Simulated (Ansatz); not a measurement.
`C[S][GeH2][CH3]` + CH₃OH → `C[O][GeH2][CH3]` + CH₃SH  (ligand exchange at a Ge–S bond)

Program: Ansatz. Geometries: PBE0-D4/def2-TZVP. ΔE: electronic, gas phase. CCSD(T)/CBS is the MP2 limit (def2-TZVPP, def2-QZVPP) plus CCSD(T) − MP2 in def2-TZVPP, frozen cores. This one scheme is used for every species. Functionals use def2-TZVPP. HSE06 is defined as in plane-wave codes. For Ge outer-core shells are correlated without core-valence functions, which leaves a few kJ/mol of doubt a bond. Scalar relativity is left out up to krypton. One conformer a species, not always the lowest.

```
             level  ΔE (kJ/mol)  difference from CCSD(T)/CBS
         revPBE-D4         24.6                          6.3
        r2SCAN0-D4         20.4                          2.1
          HSE06-D4         25.3                          7.0
          BHLYP-D4         16.1                         -2.2
           ωB97X-V         13.9                         -4.4
           ωB97M-V         16.7                         -1.6
            B2PLYP         12.8                         -5.5
            revPBE         21.4                          3.1
              PBE0         22.5                          4.2
RPA@PBE/def2-TZVPP         10.3                         -8.0
     CCSD/def2-SVP          5.9                        -12.4
SCS-MP2/def2-TZVPP         12.3                         -6.0
   CCSD/def2-TZVPP         12.8                         -5.5
    MP2/def2-QZVPP         19.6                          1.3
      HF/CBS(def2)          4.3                        -14.0
    CCSD/CBS(def2)         16.6                         -1.7
       CCSD(T)/CBS         18.3                            0
```

Largest T1 diagnostic among the species: 0.011.

At CCSD(T), def2-SVP lies −11.7 kJ/mol from the extrapolated value and def2-TZVPP −3.8 kJ/mol. In def2-TZVPP, CCSD(T) changes the Hartree–Fock value by +8.7 kJ/mol (the triples alone add +1.7 kJ/mol) and MP2 by +12.1 kJ/mol. The D4 term adds +4.6 kJ/mol with B3LYP and +2.6 kJ/mol with PBE0; it sums over pairs of atoms, weighted by their polarisabilities, and B3LYP, whose exchange is more repulsive, gets the larger term.

B3LYP here is the variant with VWN-RPA as its local correlation; programs differ in this.
